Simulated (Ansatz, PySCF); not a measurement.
In(Cl)(Me)(OH) (CH₄ClInO), SMILES [CH3][In]([OH])[Cl].

Coordinates come from a B3LYP-D3(BJ)/def2-SVP optimisation. The structure was generated by enumeration; whether it is a known compound was not checked. The def2 effective core potentials stand for the cores of In; spin–orbit coupling is left out. The values are those of a single conformer.

Vertical ionisation energy (IE) and electron affinity (EA) in eV. Rows of orbital energies are one-electron estimates. Where ΔSCF, EOM or ADC give a negative EA the extra electron is unbound and the value depends on the basis.

| level | IE | EA |
|---|---|---|
| −ε(HOMO), −ε(LUMO), r2SCAN/def2-TZVP (PySCF) | 7.25 | 2.12 |
| −ε(HOMO), −ε(LUMO), PBE/def2-TZVP (PySCF) | 6.90 | 2.37 |
| ΔSCF, PBE0/def2-SVPD (Ansatz), final states of multiplicity 2 and 2 | 10.47 | 0.20 |
| ΔSCF, PBE/def2-SVPD (Ansatz), final states of multiplicity 2 and 2 | 10.03 | 0.33 |

Question: What vertical singlet–triplet gap does ΔSCF give with PBE0/def2-SVPD (Ansatz, a quantum-chemistry and plane-wave program) and with PBE/def2-SVPD (Ansatz)? (The exact figures need the calculation; the answer reports its results.)

Answer: 4.98 and 4.50 eV (triplet above singlet where positive).
